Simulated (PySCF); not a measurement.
A structure optimised at B3LYP-D3(BJ)/def2-SVP, used in a PySCF frequency run:

```xyz
11

Mo    -0.1829     0.1818     0.1872
N     -0.5523    -0.7993    -1.1781
C     -0.2733    -1.5982    -2.3235
H      0.8117    -1.7910    -2.4109
H     -0.7983    -2.5665    -2.2457
H     -0.6232    -1.0947    -3.2413
S      1.9381     0.1881     0.4367
F     -0.8612     1.9096    -0.0758
N     -1.0160    -0.7247     1.6709
H     -1.6567    -1.5105     1.5903
H     -0.6916    -0.6117     2.6304
```
Charge 0, spin multiplicity 1.

Problem. Write its SMILES and formula.

Solution. C[N]=[Mo]([NH2])([F])=[S], CH₅FMoN₂S

Problem. What are its rotational constants (standard atomic weights)?

Solution. 2.0120, 1.6776, 1.3766 GHz
